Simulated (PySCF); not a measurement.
Spinor energies of Hf⁴⁺ (hafnium, charge +4)

Start: [Xe] 4f14. Calculated with PySCF 2.14 in x2c-QZVPPall-2c (16s16p12d6f2g, 184 functions): generalised Hartree-Fock with the X2C-1e Hamiltonian and a Gaussian nucleus; one run each with spin-orbit coupling (SO) switched off, then screened by Boettger's factors.

```tsv
spinor shell	electrons	ε, spin-free (eV)	ε, screened SO (eV)	weight of nominal j (screened SO)	rms radius, screened SO (bohr)
1s1/2	2	-65733.3	-65715.3	1.000	0.0215
2s1/2	2	-11413.4	-11407.8	1.000	0.0869
2p1/2	2	-10027.9	-10877.4	1.000	0.0740
2p3/2	4	-10027.9	-9679.8	1.000	0.0812
3s1/2	2	-2691.9	-2690.2	1.000	0.222
3p1/2	2	-2270.4	-2455.1	1.000	0.214
3p3/2	4	-2270.4	-2193.7	1.000	0.228
3d3/2	4	-1767.1	-1800.4	1.000	0.202
4s1/2	2	-605.60	-605.13	1.000	0.498
4p1/2	2	-464.82	-507.49	1.000	0.508
4p3/2	4	-464.82	-447.07	1.000	0.541
4d3/2	4	-279.34	-286.03	1.000	0.571
4d5/2	6	-279.34	-274.59	1.000	0.583
5s1/2	2	-120.73	-120.65	1.000	1.21
5p1/2	2	-83.220	-89.348	1.000	1.33
5p3/2	4	-83.220	-80.689	1.000	1.43
4f5/2	6	-72.283	-73.234	1.000	0.730
4f7/2	8	-72.283	-71.297	1.000	0.741
```

(1) Where does 3d5/2 lie, and what is the 3d spin-orbit splitting (screened SO)?

| quantity | spin-free | screened SO |
| --- | --- | --- |
| E (hartree) | -15064.43225 | -15080.33203 |
| M_J | 0 | 0 |
| ⟨J²⟩ | 0.000 | 0.000 |
| ⟨L²⟩ | 0.000 | 0.112 |
| ⟨S²⟩ | 0.000 | 0.112 |

Breit and QED terms are absent; they matter most for the inner s and p1/2 levels.

Densities and radii are taken from the X2C orbitals without a picture-change correction, which distorts them close to the nucleus.

Without spin-orbit coupling the j labels of p, d and f shells carry no meaning; the spin-free column gives the mean over the occupied spinors of each nl shell.

Answers

(1) At -1743.7 eV, 56.672 eV above 3d3/2.
